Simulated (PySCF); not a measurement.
A PySCF script (with the pyscf-properties extension) for the NMR shieldings of `C[SiH2]C[C@H]([SiH3])BC[SiH3]`, C4H17BSi3, on a GFN2-xTB geometry:

```python
import basis_set_exchange as bse
import numpy as np
from pyscf import gto, dft
from pyscf.prop import nmr

atoms = """
C     3.268934    1.457868    0.929994
Si    2.512929   -0.126745    0.205392
C     0.636387    0.127484    0.022787
C    -0.195108   -1.148883   -0.182444
Si    0.057905   -1.885168   -1.936344
B    -1.745076   -0.996839   -0.050715
C    -2.485155    0.339979   -0.358876
Si   -2.869254    1.300438    1.244614
H     3.095284    2.313216    0.283357
H     4.342424    1.353720    1.052254
H     2.849414    1.692909    1.904135
H     2.777858   -1.249124    1.119528
H     3.148898   -0.404558   -1.090689
H     0.278083    0.621970    0.931223
H     0.439573    0.829239   -0.791058
H     0.176218   -1.915821    0.505642
H     1.459280   -2.279482   -2.099134
H    -0.785427   -3.066771   -2.136668
H    -0.288126   -0.882283   -2.950188
H    -2.379541   -1.935959    0.266085
H    -3.450378    0.164729   -0.837922
H    -1.918790    1.007969   -1.009291
H    -1.645804    1.679002    1.959206
H    -3.589453    2.528006    0.883905
H    -3.702008    0.499248    2.144341
"""
names = dict.fromkeys(["C", "Si", "B", "H"], "pcSseg-1")
basis = {el: gto.basis.parse(bse.get_basis(n, elements=[el], fmt="nwchem")) for el, n in names.items()}
mol = gto.M(atom=atoms, basis=basis, charge=0, verbose=0)
mf = dft.RKS(mol, xc="PBE0")
mf.grids.level = 2
mf.grids.alignment = dft.numint.BLKSIZE   # the property module wants whole blocks of grid points
mf.conv_tol = 1e-9
mf.kernel()

calc = nmr.RKS(mf)   # GIAO
C = mf.mo_coeff
Co = C[:, mf.mo_occ > 0]
resp = mf.gen_response(singlet=True, hermi=2)
def vind(x):   # induced exchange potential for any number of trial vectors
    d = np.einsum("pi,xij,qj->xpq", C, 2 * x.reshape(-1, C.shape[1], Co.shape[1]), Co, optimize=True)
    return np.einsum("xpq,pi,qj->xij", resp(d - d.transpose(0, 2, 1)), C, Co, optimize=True).ravel()
mo1, _ = nmr.rhf.solve_mo1(calc, with_cphf=vind)
sigma = calc.kernel(mo1)
for i, s in enumerate(sigma):   # ppm
    w = np.linalg.eigvalsh((s + s.T) / 2)
    print("%2d %-2s iso %8.1f  s11 %8.1f  s22 %8.1f  s33 %8.1f" % (i, mol.atom_pure_symbol(i), w.mean(), *w))
```

**Question.** What are the results?

**Answer.** 
```
 0 C  iso    193.2  s11    190.3  s22    191.1  s33    198.3
 1 Si iso    389.3  s11    347.6  s22    391.7  s33    428.7
 2 C  iso    176.0  s11    165.7  s22    170.2  s33    192.2
 3 C  iso    156.5  s11    126.9  s22    157.6  s33    184.8
 4 Si iso    429.3  s11    383.7  s22    430.9  s33    473.3
 5 B  iso     19.7  s11    -57.7  s22     -3.5  s33    120.4
 6 C  iso    173.2  s11    144.2  s22    176.4  s33    198.9
 7 Si iso    433.7  s11    409.6  s22    420.9  s33    470.7
 8 H  iso     31.6  s11     27.0  s22     29.6  s33     38.3
 9 H  iso     31.6  s11     26.6  s22     28.1  s33     40.0
10 H  iso     31.6  s11     26.9  s22     29.7  s33     38.2
11 H  iso     27.6  s11     23.8  s22     26.9  s33     32.2
12 H  iso     27.2  s11     22.9  s22     27.2  s33     31.5
13 H  iso     30.3  s11     23.2  s22     31.3  s33     36.5
14 H  iso     30.5  s11     26.8  s22     30.6  s33     34.1
15 H  iso     29.8  s11     25.1  s22     29.8  s33     34.4
16 H  iso     27.6  s11     23.5  s22     26.9  s33     32.3
17 H  iso     27.9  s11     24.3  s22     25.5  s33     33.9
18 H  iso     28.3  s11     24.9  s22     27.1  s33     33.0
19 H  iso     24.3  s11     19.7  s22     25.8  s33     27.4
20 H  iso     30.5  s11     26.2  s22     27.9  s33     37.4
21 H  iso     30.2  s11     26.2  s22     30.4  s33     34.1
22 H  iso     27.8  s11     23.0  s22     28.5  s33     31.9
23 H  iso     27.6  s11     24.5  s22     24.9  s33     33.3
24 H  iso     27.8  s11     24.4  s22     25.5  s33     33.4
```

These numbers come from an equivalent density-fitted implementation of the same equations, which agrees with the script to about 0.01 ppm for H and up to a few tenths of a ppm for heavy atoms, so last digits may differ.

Size and cost of the density-fitted run: 242 basis functions, 120 s wall time on 1 thread of an Arm Neoverse N1, shared host; peak memory 1.1 GiB.
